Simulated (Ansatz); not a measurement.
The same path of CH$_{2}$OSSi (6 atoms, charge 0, multiplicity 1) was run twice with different band settings. Lost on the way: C2–Si3, C2–S4, Si3–H5. Made: S4–H5.

These are results of RHF/def2-SVP in Ansatz, not measurements.

Relaxed end points:

```xyz
6
Properties=species:S:1:pos:R:3
O -0.637 -2.080 0.524
C -0.449 -0.992 0.162
Si 0.428 0.634 -0.017
S -1.427 0.147 -0.937
H 1.640 0.716 -0.844
H 0.444 1.575 1.112
```

```xyz
6
Properties=species:S:1:pos:R:3
O -1.107 -2.921 1.003
C -0.551 -1.968 0.932
Si 0.945 1.043 0.467
S -0.011 1.360 -1.422
H 1.041 1.120 -2.209
H -0.317 1.365 1.229
```

Common settings: movable images 9; climbing image yes; spring 5.0 eV/Å²; optimiser quadratic models (default); start path through a guess of the saddle point; iteration limit 60; end points relaxed.

| run | force threshold |
| --- | --- |
| 1 | 0.05 eV/Å |
| 2 | 0.5 eV/Å |

Problem. What does each run give, and how far can it be trusted?

Solution. Run 1: converged after 32 iterations, highest image 2.563 eV above the first end. Neighbouring images differ by up to 1.2 eV, so the band resolves the path poorly. A vibrational analysis at the climbing image gives one clearly imaginary mode, 1391i cm⁻¹: a first-order saddle point.
Run 2: converged after 13 iterations, highest image 2.565 eV above the first end. The threshold of 0.5 eV/Å is loose, so the images may lie well off the minimum-energy path. Neighbouring images differ by up to 1.2 eV, so the band resolves the path poorly. Another band between the same ends (9 images) ends at a top of the same energy, where a vibrational analysis finds 1 clearly imaginary mode.
The orbitals stay closed-shell, which can raise the energy where a bond breaks towards radicals; this wasn't checked here.
